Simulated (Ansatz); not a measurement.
Molecule: CsBr, charge 1, multiplicity 2. SMILES of the parent species: [Br][Cs]

Atoms: Cs1, Br2. Bonds: Cs1-Br2.

Bond lengths (Å) and angles (degrees) optimised at HF/3-21G with Ansatz (an electronic-structure program); HF/LANL2DZ with Ansatz; B3LYP/LANL2DZ with Ansatz; MP2/LANL2DZ with Ansatz, each started from the B3LYP-D3(BJ)/def2-TZVP structure (Ansatz) of the last column. A row stands for all coordinates that are equal there.

```tsv
coordinate	HF/3-21G	HF/LANL2DZ	B3LYP/LANL2DZ	MP2/LANL2DZ	B3LYP-D3(BJ)/def2-TZVP
Cs1-Br2	4.068	4.348	4.256	4.294	3.929
```

Mean signed difference of all 1 bond lengths from B3LYP-D3(BJ)/def2-TZVP: HF/3-21G 0.139 Å, HF/LANL2DZ 0.419 Å, B3LYP/LANL2DZ 0.327 Å, MP2/LANL2DZ 0.364 Å.
